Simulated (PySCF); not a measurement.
C2H7OSi, doublet, at a GFN2-xTB geometry; WB97X-V/6-31G** in PySCF.

Here is a job for PySCF.
```python
from pyscf import gto, scf, dft

mol = gto.M(
    atom='''
C     1.55954224   -0.85483146   -0.06057851
Si   -0.00409954    0.11042766    0.41990388
C    -1.61548157   -0.77735125   -0.08781307
O     0.14749450    1.52106607   -0.41685221
H     2.45557952   -0.30805525    0.21258839
H     1.59245114   -1.82297485    0.42837687
H     1.58487872   -1.01660238   -1.13671739
H    -1.65077682   -0.90745530   -1.16930641
H    -2.49888187   -0.21755192    0.20663270
H    -1.68428893   -1.75985196    0.36611303
H    -0.58588832    2.11107204   -0.56117454
''',
    basis='6-31g**',
    spin=1,
    verbose=4,
)

mf = dft.UKS(mol)
mf.xc = 'wb97x_v'
mf.kernel()
```

The log (banner, timings and long lists left out):

```
PySCF version 2.14.0

[INPUT] verbose = 4
[INPUT] num. atoms = 11
[INPUT] num. electrons = 41
[INPUT] charge = 0
[INPUT] spin (= nelec alpha-beta = 2S) = 1
[INPUT] symmetry False subgroup None
[INPUT] Mole.unit = angstrom
[INPUT] Symbol           X                Y                Z      unit          X                Y                Z       unit  Magmom
[INPUT]  1 C      1.559542240000  -0.854831460000  -0.060578510000 AA    2.947107713291  -1.615397342062  -0.114476792934 Bohr   0.0
[INPUT]  2 Si    -0.004099540000   0.110427660000   0.419903880000 AA   -0.007747007837   0.208678033977   0.793503331842 Bohr   0.0
[INPUT]  3 C     -1.615481570000  -0.777351250000  -0.087813070000 AA   -3.052817726582  -1.468980965088  -0.165942652457 Bohr   0.0
[INPUT]  4 O      0.147494500000   1.521066070000  -0.416852210000 AA    0.278724209880   2.874398289669  -0.787736511320 Bohr   0.0
[INPUT]  5 H      2.455579520000  -0.308055250000   0.212588390000 AA    4.640372769891  -0.582140053734   0.401733834362 Bohr   0.0
[INPUT]  6 H      1.592451140000  -1.822974850000   0.428376870000 AA    3.009296521351  -3.444923198470   0.809514962398 Bohr   0.0
[INPUT]  7 H      1.584878720000  -1.016602380000  -1.136717390000 AA    2.994986721451  -1.921100075781  -2.148084548130 Bohr   0.0
[INPUT]  8 H     -1.650776820000  -0.907455300000  -1.169306410000 AA   -3.119516082580  -1.714841987285  -2.209668870598 Bohr   0.0
[INPUT]  9 H     -2.498881870000  -0.217551920000   0.206632700000 AA   -4.722202351941  -0.411113546673   0.390479211379 Bohr   0.0
[INPUT] 10 H     -1.684288930000  -1.759851960000   0.366113030000 AA   -3.182844792337  -3.325638224179   0.691853357335 Bohr   0.0
[INPUT] 11 H     -0.585888320000   2.111072040000  -0.561174540000 AA   -1.107168464382   3.989347984827  -1.060466188679 Bohr   0.0

nuclear repulsion = 168.163720132435
number of shells = 47
number of NR pGTOs = 181
number of NR cGTOs = 95
basis = 6-31g**
ecp = {}

******** <class 'pyscf.dft.uks.UKS'> ********
method = UKS
initial guess = minao
damping factor = 0
level_shift factor = 0
DIIS = <class 'pyscf.scf.diis.CDIIS'>
diis_start_cycle = 1
diis_space = 8
diis_damp = 0
SCF conv_tol = 1e-09
SCF conv_tol_grad = None
SCF max_cycles = 50
direct_scf = True
direct_scf_tol = 1e-13
number electrons alpha = 21  beta = 20
XC library pyscf.dft.libxc version 7.1.2
    S. Lehtola, C. Steigemann, M. J. T. Oliveira, and M. A. L. Marques,  SoftwareX 7, 1–5 (2018)
XC functionals = wb97x_v
    N. Mardirossian and M. Head-Gordon,  Phys. Chem. Chem. Phys. 16, 9904–9924 (2014)
radial grids:
    Treutler-Ahlrichs [JCP 102, 346 (1995); DOI:10.1063/1.469408] (M4) radial grids

becke partition: Becke, JCP 88, 2547 (1988); DOI:10.1063/1.454033
pruning grids: <function nwchem_prune>
grids dens level: 3
symmetrized grids: False
atomic radii adjust function: <function treutler_atomic_radii_adjust>
** Following is NLC and NLC Grids **
NLC functional = wb97x_v
radial grids:
    Treutler-Ahlrichs [JCP 102, 346 (1995); DOI:10.1063/1.469408] (M4) radial grids

becke partition: Becke, JCP 88, 2547 (1988); DOI:10.1063/1.454033
pruning grids: <function nwchem_prune>
grids dens level: 3
symmetrized grids: False
atomic radii adjust function: <function treutler_atomic_radii_adjust>
small_rho_cutoff = 0
Set gradient conv threshold to 3.16228e-05
tot grids = 130160
tot grids = 130160
init E= -445.195229068865

cycle= 1 E= -444.948465967675  delta_E= 0.247  |g|= 0.46  |ddm|= 2.01
cycle= 2 E= -444.953557807976  delta_E= -0.00509  |g|= 0.479  |ddm|= 0.657
cycle= 3 E= -445.037473947524  delta_E= -0.0839  |g|= 0.0379  |ddm|= 0.337
cycle= 4 E= -445.038447698033  delta_E= -0.000974  |g|= 0.0159  |ddm|= 0.0589
cycle= 5 E= -445.038657898801  delta_E= -0.00021  |g|= 0.00374  |ddm|= 0.0284
cycle= 6 E= -445.038681727882  delta_E= -2.38e-05  |g|= 0.00126  |ddm|= 0.0119
cycle= 7 E= -445.038685848925  delta_E= -4.12e-06  |g|= 0.000377  |ddm|= 0.00616
cycle= 8 E= -445.038686234086  delta_E= -3.85e-07  |g|= 0.000118  |ddm|= 0.00185
cycle= 9 E= -445.038686263864  delta_E= -2.98e-08  |g|= 4e-05  |ddm|= 0.000505
cycle= 10 E= -445.038686266613  delta_E= -2.75e-09  |g|= 1.59e-05  |ddm|= 0.000143
cycle= 11 E= -445.03868626696  delta_E= -3.46e-10  |g|= 6.29e-06  |ddm|= 4.47e-05
Extra cycle  E= -445.038686267022  delta_E= -6.22e-11  |g|= 3.93e-06  |ddm|= 1.82e-05
converged SCF energy = -445.038686267022  <S^2> = 0.75139657  2S+1 = 2.0013961
```
